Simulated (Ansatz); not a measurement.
Frontier orbitals of F$_{2}$H$_{4}$N$_{2}$Si$_{2}$ (`F[Si@H]1N[Si@@H](F)N1`).

Z-matrix (Å, degrees):
```
Si
N 1 1.717
Si 1 2.485 2 43.7
N 1 1.718 2 87.3 3 -1.2
F 1 1.592 2 115.4 3 -118.3
H 1 1.475 2 117.4 3 118.3
H 2 1.001 1 133.6 3 -178.0
F 3 1.592 1 127.3 2 -89.0
H 3 1.475 1 128.6 2 91.0
H 4 1.001 1 133.6 2 177.3
```

Total charge 0; spin multiplicity 1. Geometry: relaxed with PBE0-D4/def2-TZVP. Basis def2-TZVPP, the Gaussian-basis code of Ansatz.

| functional | HOMO (eV) | LUMO (eV) | gap (eV) |
| --- | --- | --- | --- |
| PBE | -6.34 | -0.51 | 5.83 |
| revPBE | -6.27 | -0.40 | 5.87 |
| BLYP | -6.19 | -0.41 | 5.78 |
| B97M-V | -6.75 | -0.28 | 6.47 |
| PBE0 | -7.78 | 0.33 | 8.11 |
| LC-ωPBE | -10.63 | 2.43 | 13.06 |
| ωB97M-V | -10.14 | 1.86 | 12.00 |

From PBE to PBE0 the HOMO moves by −1.43 eV and the LUMO by +0.83 eV, and with ωB97M-V by −3.79 and +2.37 eV, so the gap grows from 5.84 to 11.99 eV with exact exchange. A positive LUMO is unbound and depends on the basis.

LC-ωPBE has ω = 0.4 bohr⁻¹.
